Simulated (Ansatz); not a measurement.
Born–Oppenheimer molecular dynamics of Cl2GeH4O (8 atoms, charge 0, multiplicity 1). It starts at the highest image of a converged band. Of that band: A vibrational analysis at the climbing image gives one clearly imaginary mode, 220i cm⁻¹: a first-order saddle point. Another band between the same ends, with other settings, climbed to 0.562 eV only, so this may not be the lowest route.

Method: RKS BHLYP/def2-SVP (Ansatz).

```yaml
ensemble: NVE (velocity Verlet)
time_step: 0.5 fs
steps_asked: 200
starting_velocities_drawn_for: 100 K
seed: 7626
```

First frame:

```xyz
8
Properties=species:S:1:pos:R:3
Ge 0.058 -0.141 -0.046
O -0.031 -0.200 1.901
H -0.897 -0.137 2.313
H 1.447 0.005 -0.621
H -0.689 1.201 -0.061
Cl -1.360 -1.436 -0.990
Cl 1.253 -2.347 1.025
H 0.427 -1.133 2.013
```

Q: How far do the bonds stretch over the last three quarters of this one trajectory? (Pairs bonded in most of those frames.)

A: 
```json
{"bond": "Ge1–O2", "mean (Å)": "1.845", "spread (Å)": "0.082", "shortest": "1.75", "longest": "2.00"}
{"bond": "Ge1–H4", "mean (Å)": "1.510", "spread (Å)": "0.003", "shortest": "1.50", "longest": "1.51"}
{"bond": "Ge1–H5", "mean (Å)": "1.534", "spread (Å)": "0.027", "shortest": "1.49", "longest": "1.57"}
{"bond": "Ge1–Cl6", "mean (Å)": "2.152", "spread (Å)": "0.022", "shortest": "2.13", "longest": "2.19"}
{"bond": "O2–H3", "mean (Å)": "0.959", "spread (Å)": "0.005", "shortest": "0.95", "longest": "0.97"}
{"bond": "Cl7–H8", "mean (Å)": "1.457", "spread (Å)": "0.203", "shortest": "1.20", "longest": "1.81"}
```

Pairs bonded in part of these frames only: O2–H8 38 %, Cl7–H8 74 %.

Mean temperature of the second half: 599 K. The conserved energy stayed within 0.23 meV per atom of its start (net change 0.057 meV per atom), so the integration is sound. The kinetic energy rose, since the run started high on the potential surface and went downhill. It ends in pieces (ClGeH3O + ClH), so much of that is their flight and rotation, not heat. A run of 0.1 ps of so small a system gives no equilibrium averages. The orbitals stay closed-shell, which can raise the energy where a bond breaks towards radicals; this wasn't checked here.

Run time: 15 min on 2 threads of Arm Neoverse N1 (shared host), peak memory 0.24 GiB.
